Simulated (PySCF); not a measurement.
Br3Sn (SMILES [Br][Sn]([Br])[Br]), doublet, geometry from GFN2-xTB (such geometries of metal compounds can be far from the true shape) (the spin is typed, not shown lowest) (all electrons, no relativity).

Here is a job for PySCF.
```python
from pyscf import gto, scf

mol = gto.M(
    atom='''
Sn   -0.30559618    0.27078947    0.55707516
Br   -1.69678763   -1.64465708   -0.53914098
Br    0.10094843    2.02068988   -1.33464601
Br    2.03240517   -0.76287491    1.07796533
''',
    basis='3-21g',
    spin=1,
    verbose=4,
)

mf = scf.UHF(mol)
mf.kernel()
```

### Question
Predict the HOMO energy from HF/3-21G in PySCF.

### Answer
-10.07 eV

### Question
Predict the number of basis functions from HF/3-21G.

### Answer
97

These values belong to the state on which the SCF converged, which isn't shown to be the lowest.
